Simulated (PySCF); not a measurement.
# Ni⁺: interval between two levels

Ni⁺ [Ar] 3d9 [2D5/2, M_J = 5/2] → Ni⁺ [Ar] 3d8 4p1 [4G11/2, M_J = 11/2], as a difference of total energies. Calculation: PySCF 2.14, in x2c-TZVPall-2c with one added diffuse shell each of s, p, d type (7s8p5d1f, 63 functions); the two-component X2C-1e Hamiltonian. Correlated levels: [Ne] frozen; the 6 highest virtual spinors dropped. "Screened" scales the spin-orbit matrix elements by Boettger's factors to mimic the two-electron term; Breit and QED terms are absent.

Order these methods by the interval between two levels they give, lowest first.
A. GHF (screened spin-orbit)
B. GMP2 (screened spin-orbit)
C. GHF (spin-free)
D. GMP2 (spin-free)

A (33233 cm⁻¹), C (33430 cm⁻¹), B (57757 cm⁻¹), D (57929 cm⁻¹).

Errors of the correlated levels include the incompleteness of this basis and the frozen core.

The labels give the starting determinants; with spin-orbit coupling the two ends relaxed to ⟨J²⟩ = 8.76, ⟨L²⟩ = 6.01, ⟨S²⟩ = 0.75 and ⟨J²⟩ = 35.76, ⟨L²⟩ = 20.01, ⟨S²⟩ = 3.75.

For comparison: 53496 cm⁻¹ (measured; NIST Handbook of Basic Atomic Spectroscopic Data (Sansonetti and Martin, J. Phys. Chem. Ref. Data 34, 1559 (2005))).
